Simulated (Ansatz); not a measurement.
`[GaH2][CH]1B[SiH2]1` + `C[SiH2]S[SiH3]` → `C[SiH2][S][GaH2]` + `[SiH3]C1B[SiH2]1`  (redistribution)

Program: Ansatz. Geometries: PBE0-D4/def2-TZVP. ΔE: electronic, gas phase. CBS: MP2 limit from def2 TZ/QZ plus the TZ coupled-cluster correction, frozen cores. Functionals use def2-TZVPP. For Ga outer-core shells are correlated without core-valence functions, which leaves a few kJ/mol of doubt a bond. Scalar relativity is left out up to krypton. One conformer a species, not always the lowest.

```
              species  ωB97M-V energy (Eh)
`[GaH2][CH]1B[SiH2]1`          -2280.69883
     `C[SiH2]S[SiH3]`          -1020.09461
   `C[SiH2][S][GaH2]`          -2654.76824
   `[SiH3]C1B[SiH2]1`           -646.03000
```

**Question.** Work out ΔE.

**Answer.** ΔE = (-2654.76824) + (-646.03000) − (-2280.69883) − (-1020.09461) = -0.00480 Eh = -12.6 kJ/mol. CCSD(T)/CBS gives -7.3 kJ/mol.

Largest T1 diagnostic among the species: 0.015.

In def2-TZVPP, CCSD(T) changes the Hartree–Fock value by +31.0 kJ/mol (the triples alone add +5.5 kJ/mol) and MP2 by +34.4 kJ/mol. Leaving LDA and LC-ωPBE aside and taking each functional with its dispersion term where it has one, the values, not all of them listed here, spread over 20.8 kJ/mol, from BHLYP-D4 to PBE-D4. LDA lies +8.0 kJ/mol from PBE without D4.
